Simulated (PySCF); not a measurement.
## Electron correlation in C³⁺ (carbon, charge +3)

[He] 2s1, 2S determinant. Calculation: PySCF 2.14, in def2-QZVPPD; no relativity, point nucleus. Frozen: nothing; 3 electrons correlated.

```csv
level,correlation energy (mhartree)
CCSD,-18.96
(T),-0.01
CCSD(T),-18.97
```

Diagnostics: T1 = 0.00046, D1 = 0.0008, largest double amplitude 0.006.

Cost of the coupled-cluster step: of the order of 6 core-seconds, for 3 correlated electrons.

Iterations:

```
CC2 = 0
CCSD nocc = (np.int64(2), np.int64(1)), nmo = (63, 63)
frozen orbitals [[], []]
max_cycle = 100
direct = 0
conv_tol = 1e-08
conv_tol_normt = 1e-06
diis_space = 8
diis_start_cycle = 0
Init t2, MP2 energy = -0.017649549929549
Init E_corr(UCCSD) = -0.0176495499295524
cycle = 1  E_corr(UCCSD) = -0.0188266698847764  dE = -0.00117711996  norm(t1,t2) = 0.00210222
cycle = 2  E_corr(UCCSD) = -0.0189441418494667  dE = -0.000117471965  norm(t1,t2) = 0.000326637
cycle = 3  E_corr(UCCSD) = -0.0189609234127194  dE = -1.67815633e-05  norm(t1,t2) = 6.15906e-05
cycle = 4  E_corr(UCCSD) = -0.0189601331187204  dE = 7.90293999e-07  norm(t1,t2) = 4.73323e-06
cycle = 5  E_corr(UCCSD) = -0.018960181224501  dE = -4.81057806e-08  norm(t1,t2) = 2.0112e-07
cycle = 6  E_corr(UCCSD) = -0.018960181118579  dE = 1.05921969e-10  norm(t1,t2) = 1.04826e-08
UCCSD converged
E(UCCSD) = -34.74501207075405  E_corr = -0.01896018111857904
UCCSD(T) correction = -1.06091667615572e-05
```

This basis was not built for core-valence correlation, so the inner-shell part is incomplete.
